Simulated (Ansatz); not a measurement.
Two shapes of singlet H₁₄.

Shape 1:

```xyz
14

H     2.2500    0.0000    0.0000
H     2.0272    0.9762    0.0000
H     1.4028    1.7591    0.0000
H     0.5007    2.1936    0.0000
H    -0.5007    2.1936    0.0000
H    -1.4028    1.7591    0.0000
H    -2.0272    0.9762    0.0000
H    -2.2500    0.0000    0.0000
H    -2.0272   -0.9762    0.0000
H    -1.4028   -1.7591    0.0000
H    -0.5007   -2.1936    0.0000
H     0.5007   -2.1936    0.0000
H     1.4028   -1.7591    0.0000
H     2.0272   -0.9762    0.0000
```

Shape 2:

```xyz
14

H     2.2851   -0.0374   -0.0400
H     2.0219    0.9624   -0.0251
H     1.3596    1.7011    0.0564
H     0.5583    2.1773    0.0456
H    -0.4582    2.1972   -0.0321
H    -1.4355    1.7875   -0.0411
H    -2.0328    1.0259    0.0312
H    -2.2326    0.0165   -0.0444
H    -1.9873   -0.9234   -0.0084
H    -1.3468   -1.7450    0.0006
H    -0.5547   -2.1739   -0.0167
H     0.4913   -2.2055   -0.0290
H     1.3570   -1.7492   -0.0173
H     1.9878   -1.0071    0.0237
```

Basis set: cc-pVDZ (spherical functions). All electrons are correlated. Charge 0, multiplicity 1.

Computed with Ansatz (development build ahead of 0.2.0); each method stands on the lowest determinant of its kind that the runs found.

Which shape is lower in energy, and by how much in each method?

| method | E(2) − E(1) (eV) |
| --- | --- |
| RHF | -0.034 |
| RHF-MP2 | 0.098 |

The methods disagree on the order. Caution: stretched shape with no unrestricted run beside it, a lower state can exist. Caution for RHF-MP2: bonds are stretched, where a single reference can fail.
